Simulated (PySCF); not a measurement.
All values below come from PBE-D3(BJ)/def2-TZVP // B3LYP-D3(BJ)/def2-TZVP (PySCF). Isolated molecules, 0 K electronic values unless said otherwise. Excitations are Tamm–Dancoff values on a coarser integration grid. The basis has no diffuse functions, so Rydberg states are missing or too high.

Reference species (SMILES): `C1C[SiH2]1` (neutral, multiplicity 1).

```
Property                                        Value
-------------------------------------------  --------
brightest of the four lowest singlets (TDA)   6.21 eV
LUMO                                         -0.51 eV
```

Changed species: `CC=[SiH2]`.

### Question
Give the shifts of the brightest of the four lowest singlets (TDA) and LUMO.

### Answer
the brightest of the four lowest singlets (TDA) decreases by 0.92 eV, to 5.29 eV; the LUMO falls by 1.35 eV, to -1.86 eV.
